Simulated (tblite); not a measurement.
Species: C2H7OSSi (doublet state).
Cartesian coordinates in Å at the GFN2-xTB level; atoms count from 1:
```xyz
12
C2H7OSSi angstrom
Si    -2.1421    0.5210    0.1740
O     -0.6074    0.2813   -0.3344
C      0.2608   -0.7279   -0.2408
C      1.6279   -0.5052   -0.6088
S      2.6480    0.1531    0.9074
H     -2.3267    1.8688   -0.3344
H     -2.2126    0.4107    1.6324
H     -3.0279   -0.4809   -0.4217
H     -0.0241   -1.5970    0.3328
H      1.7558    0.2650   -1.3636
H      2.1684   -1.4141   -0.8506
H      1.8810    1.2246    1.0816
```

Computed with GFN2-xTB (tblite): harmonic, unscaled wavenumbers at the GFN2-xTB geometry, gas phase. The method is semi-empirical: single wavenumbers can be off by several per cent or more. Modes of hydrogen on silicon and sulfur can be 10 to 20 % off. One conformer, not necessarily the lowest. Open shells enter through the occupations alone, without spin polarisation, and single modes of such species can be off by tens of per cent.

Harmonic wavenumbers (cm⁻¹): 43.9, 72.7, 154.0, 163.5, 216.1, 261.7, 397.1, 437.4, 581.8, 585.3, 628.7, 700.4, 733.1, 766.7, 796.5, 826.6, 943.7, 1062.8, 1140.0, 1164.4, 1261.2, 1354.7, 1424.8, 2235.5, 2266.8, 2365.5, 2456.7, 3020.4, 3043.7, 3065.7.

A = 8958, B = 1172, C = 1087 MHz; mass 106.999 u (most abundant isotopes); point group C1, symmetry number 1; spin multiplicity 2.

Q: What is the zero-point energy?

A: Half the sum of the wavenumbers: 17086 cm⁻¹ = 204.39 kJ/mol.

Q: What is S at 298.15 K and 1 bar for an ideal gas of classical rigid rotors and harmonic oscillators?

A: Translation 167.13, rotation 116.04, vibration 94.83, spin (R ln 2) 5.76: S = 383.8 J/(mol K).

Q: And Cp and H(298.15 K) − H(0)?

A: Cp = 127.25 J/(mol K), of which vibrations give 94.00 (their classical limit is 30 R = 249.4); H(298.15 K) − H(0) = 24.53 kJ/mol without the zero-point energy, 14.61 from vibrations.

Q: Blend soft modes into free rotors: weight 1/[1 + (100 cm⁻¹/ν̃)⁴] for the oscillator and the rest for a rotor with moment μB/(μ + B), μ = h/(8π²ν), B = 10⁻⁴⁴ kg m². What vibrational entropy results?

A: 86.07 J/(mol K) in place of 94.83, which changes −T·S at 298.15 K by +2.61 kJ/mol.

Q: What must be added to the electronic energy to get the Gibbs energy at 298.15 K and 1 bar?

A: ZPE + [H(298.15 K) − H(0)] − T·S = 204.39 + 24.53 − 114.42 = 114.50 kJ/mol.

Q: How do the functions run with temperature in this model?

A: 
```json
{"T (K)": "150", "S (J/(mol K))": "312.8", "Cp (J/(mol K))": "83.5", "H − H(0) (kJ/mol)": "8.86", "G − H(0) (kJ/mol)": "-38.07", "ln q(vib)": "2.52"}
{"T (K)": "250", "S (J/(mol K))": "362.6", "Cp (J/(mol K))": "113.7", "H − H(0) (kJ/mol)": "18.72", "G − H(0) (kJ/mol)": "-71.92", "ln q(vib)": "4.55"}
{"T (K)": "400", "S (J/(mol K))": "424.7", "Cp (J/(mol K))": "151.8", "H − H(0) (kJ/mol)": "38.79", "G − H(0) (kJ/mol)": "-131.11", "ln q(vib)": "7.49"}
{"T (K)": "600", "S (J/(mol K))": "493.3", "Cp (J/(mol K))": "186.1", "H − H(0) (kJ/mol)": "72.83", "G − H(0) (kJ/mol)": "-223.14", "ln q(vib)": "11.18"}
{"T (K)": "900", "S (J/(mol K))": "575.4", "Cp (J/(mol K))": "218.3", "H − H(0) (kJ/mol)": "133.90", "G − H(0) (kJ/mol)": "-383.94", "ln q(vib)": "16.14"}
```

q(vib) and H(0) count from the zero-point level.

Q: Which modes carry the vibrational entropy at 298.15 K?

A: 43.9 cm⁻¹: 21.23; 72.7 cm⁻¹: 17.07; 154.0 cm⁻¹: 10.97; 163.5 cm⁻¹: 10.50; 216.1 cm⁻¹: 8.33; 261.7 cm⁻¹: 6.91 J/(mol K); the other 24 give 19.83 together.

Hindered rotation and anharmonicity are outside this model. Other conformers, if any are populated, would add a mixing term that is left out. The structure is chiral; the term R ln 2 for an equal mix with its mirror image is left out.

The run took 0.3 s on Arm Neoverse V1, one thread, shared host with 32 logical CPUs at a one-minute load of 20. The figure is for the frequency step alone.
